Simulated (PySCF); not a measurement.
Screening by computed properties: pick the candidate that meets the target.

Species are written as SMILES; each is one conformer at its optimised geometry, gas phase, non-relativistic unless stated; the electronic structure was computed with PySCF and density fitting.

The conformers computed, where there is a choice (atom-mapped SMILES and torsion angles):
- `[CH3:1][c:2]1[cH:3][n:4][cH:5][n:6]1[CH:7]1[CH2:8][CH2:9]1`: C5–N6–C7–C8 -36°
- `[CH3:1][CH2:2]/[CH:3]=[CH:4]\[Cl:5]`: C1–C2–C3–C4 116°
- `[O:1]=[C:2]([Cl:3])[c:4]1[cH:5][cH:6][c:7]([C:8](=[O:9])[Cl:10])[s:11]1`: O1–C2–C4–C5 180°, C6–C7–C8–O9 -1°
- `[O:1]=[C:2]([OH:3])[CH:4]([F:5])[F:6]`: O1–C2–C4–F5 2°, H–O3–C2–O1 3°
- `[CH3:1][C:2]([CH3:3])([CH3:4])[c:5]1[o:6][c:7]([Cl:8])[cH:9][p:10]1`: C1–C2–C5–O6 60°

Question: Wanted: HOMO energy above -7 eV (PBE0/pcSseg-1) and dipole moment above 4 D (PBE0/pcSseg-1), at GFN2-xTB geometries. Which candidate meets both?
A. `CS(C)(=O)=O`
B. `O=C(Cl)c1ccc(C(=O)Cl)s1`
C. `O=C(O)C(F)F`
D. `CC(C)(C)c1oc(Cl)cp1`
E. `Cc1cncn1C1CC1`
F. `CC/C=C\Cl`

Answer: E. Computed values:
```csv
species,HOMO energy,dipole moment
O=C(O)C(F)F,-8.77 eV,2.88 D
O=C(Cl)c1ccc(C(=O)Cl)s1,-8.48 eV,2.13 D
CS(C)(=O)=O,-8.37 eV,4.65 D
CC/C=C\Cl,-7.22 eV,1.66 D
CC(C)(C)c1oc(Cl)cp1,-6.62 eV,1.19 D
Cc1cncn1C1CC1,-6.24 eV,4.43 D
```

Question: Wanted: HOMO–LUMO gap between 5.3 eV and 6 eV (PBE0/pcSseg-1) and smallest rotational constant below 1.4 GHz (GFN2-xTB), at GFN2-xTB geometries. Which candidate meets both?
A. `O=C(O)C(F)F`
B. `O=C(Cl)c1ccc(C(=O)Cl)s1`
C. `CS(C)(=O)=O`
D. `CC/C=C\Cl`
E. `CC(C)(C)c1oc(Cl)cp1`
F. `Cc1cncn1C1CC1`

Answer: E. Computed values:
| species | HOMO–LUMO gap | smallest rotational constant |
| --- | --- | --- |
| O=C(Cl)c1ccc(C(=O)Cl)s1 | 4.89 eV | 0.307 GHz |
| CC(C)(C)c1oc(Cl)cp1 | 5.70 eV | 0.527 GHz |
| Cc1cncn1C1CC1 | 6.99 eV | 1.053 GHz |
| CC/C=C\Cl | 7.33 eV | 1.785 GHz |
| O=C(O)C(F)F | 8.05 eV | 2.255 GHz |
| CS(C)(=O)=O | 9.29 eV | 4.005 GHz |
